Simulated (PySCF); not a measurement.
Predicted microwave data (PBE0/pcSseg-1 in PySCF (dipole) on a GFN2-xTB geometry, gas phase) for one isomer of C6H8ClNS:

- Rotational constants: A = 1914, B = 671.0, C = 597.6 MHz
- Dipole components: |μa| = 0.09 D, |μb| = 1.25 D, |μc| = 2.86 D
- Inertial defect: -171.40 u·Å²
- κ: -0.89

**Question.** Which candidate fits, each taken in the one conformer that was computed?
A. `[CH3:1][CH2:2][CH2:3][c:4]1[cH:5][c:6]([Cl:7])[s:8][n:9]1` with C1–C2–C3–C4 -67°, C2–C3–C4–C5 -75°
B. `[N:1]#[C:2]/[C:3]([Cl:4])=[CH:5]\[CH2:6][CH2:7][CH2:8][SH:9]` with C3–C5–C6–C7 113°, C5–C6–C7–C8 177°, C6–C7–C8–S9 -178°, C7–C8–S9–H -64°
C. `[CH3:1][CH2:2][c:3]1[s:4][n:5][c:6]([CH3:7])[c:8]1[Cl:9]` with C1–C2–C3–S4 2°
D. `[CH3:1][CH2:2][CH2:3][c:4]1[cH:5][s:6][c:7]([Cl:8])[n:9]1` with C1–C2–C3–C4 -66°, C2–C3–C4–C5 110°
E. `[CH2:1]=[C:2]([Cl:3])[CH2:4][C@H:5]([C:6]#[N:7])[S:8][CH3:9]` with C1–C2–C4–C5 109°, C2–C4–C5–C6 -65°, C4–C5–S8–C9 70°
F. `[CH3:1][S:2][CH2:3][CH2:4]/[C:5]([Cl:6])=[CH:7]/[C:8]#[N:9]` with C1–S2–C3–C4 77°, S2–C3–C4–C5 176°, C3–C4–C5–Cl6 69°

**Answer.** E. It is C=C(Cl)C[C@H](C#N)SC, an asymmetric top, point group C1. The candidates at the same level (rigid rotor, commonest isotopes):

```csv
SMILES,A (MHz),B (MHz),C (MHz),μa (D),μb (D),μc (D),Δ (u·Å²),point group,rotor
C=C(Cl)C[C@H](C#N)SC,1914,671.0,597.6,0.09,1.25,2.86,-171.40,C1,asymmetric top
N#C/C(Cl)=C\CCCS,2509,373.7,346.1,1.09,2.20,1.22,-93.83,C1,near-prolate asymmetric top
CCc1snc(C)c1Cl,1604,1067,648.3,1.00,1.55,0.01,-9.41,near Cs,asymmetric top
CSCC/C(Cl)=C/C#N,2923,470.6,425.0,4.24,0.27,1.42,-57.77,C1,near-prolate asymmetric top
CCCc1csc(Cl)n1,2123,696.7,597.1,1.39,1.64,0.09,-116.99,C1,asymmetric top
CCCc1cc(Cl)sn1,2376,651.3,579.7,0.65,1.70,0.22,-116.73,C1,near-prolate asymmetric top
```

`CCCc1cc(Cl)sn1` has A 24 % too high; `CCCc1csc(Cl)n1` has A 11 % too high; `CCc1snc(C)c1Cl` has B 59 % too high; `N#C/C(Cl)=C\CCCS` has B 44 % too low; `CSCC/C(Cl)=C/C#N` has A 53 % too high. No structure here is proved a minimum.
